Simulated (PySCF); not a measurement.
# Dipole moment and polarisability of `C#Cc1oc(C)cp1`

Compound: C₆H₅OP.
Cartesian coordinates in Å at the GFN2-xTB level; atoms count from 1:
```
atom  x, y, z in Å
C1     3.7222    0.1702   -0.0590
C2     2.5359    0.3532    0.0218
C3     1.1569    0.5774    0.1190
O4     0.3256   -0.4573   -0.1297
C5    -0.9574   -0.1018   -0.0016
C6    -1.9726   -1.1627   -0.2516
C7    -1.1544    1.1991    0.3442
P8     0.3724    2.0632    0.5282
H9     4.7576    0.0179   -0.1274
H10   -2.9718   -0.7599   -0.1191
H11   -1.8247   -1.9933    0.4377
H12   -1.8712   -1.5471   -1.2659
H13   -2.1229    1.6415    0.4856
```

Level: B3LYP/def2-SVPD (PySCF), static field, nuclei fixed, core orbitals frozen in the response. The polarisability tensor in these axes (au):

```
x   147.95  -2.79  -3.11
y    -2.79  96.50   9.36
z    -3.11   9.36  63.56
```

Problem. Diagonalise the tensor; give its mean and Δα, where Δα² is half the sum of the squared differences of the eigenvalues.

Solution. Principal values 61.03, 98.73 and 148.26 au; mean 102.67 au = 15.21 Å³ = 16.93 × 10⁻⁴⁰ C²·m²/J; Δα = 75.77 au (74 % of the mean).

Problem. What is the dipole moment, and where does it point?

Solution. (-1.61, -1.06, -0.23) D, 1.94 D in size, pointing from the negative to the positive side. Measured along this direction, the outermost atoms are H9 at the negative end and H10 at the positive end.

Problem. Sum over states: ᾱ = Σ f/ω², ω in Eh. What share falls to these 8 lowest TDDFT singlets (eV, f)? 4.27, 0.2805; 5.01, 0.0008; 5.08, 0.0000; 5.30, 0.0122; 5.39, 0.0117; 5.76, 0.0009; 5.92, 0.0001; 6.11, 0.2542.

Solution. They add up to 17.10 au, 16.7 % of the 102.67 au; the largest single term is 11.40 au, from the state at 4.27 eV. Terms in order: 11.40, 0.02, 0.00, 0.32, 0.30, 0.02, 0.00, 5.04 au. Higher excitations give the rest. The strengths listed sum to 0.560.

Problem. Rayleigh depolarisation ratio (linearly polarised light, static tensor)?

Solution. ρ = 3Δα²/(45ᾱ² + 4Δα²) = 17224.6/(474365 + 22966.1) = 0.0346.

Problem. Give the eigenvalues of the traceless quadrupole moment Θ = ½Σq(3rr − r²1), origin at the centre of nuclear charge.

Solution. -6.52, -5.73, 12.25 D·Å. The values depend on the origin, since the dipole doesn't vanish. The electronic extent ⟨r²⟩ about the same centre is 1150 bohr², a root-mean-square distance of 2.24 Å for the 64 electrons.

Problem. Refractivity n − 1 of an ideal gas of it at 273.15 K and 1 atm, from the electronic α?

Solution. N = p/kT = 2.6868 × 10¹⁹ cm⁻³, so n − 1 = 2π × N × 15.21 × 10⁻²⁴ cm³ = 2568 × 10⁻⁶ at long wavelengths.

Isolated species at its GFN2-xTB geometry, gas phase.
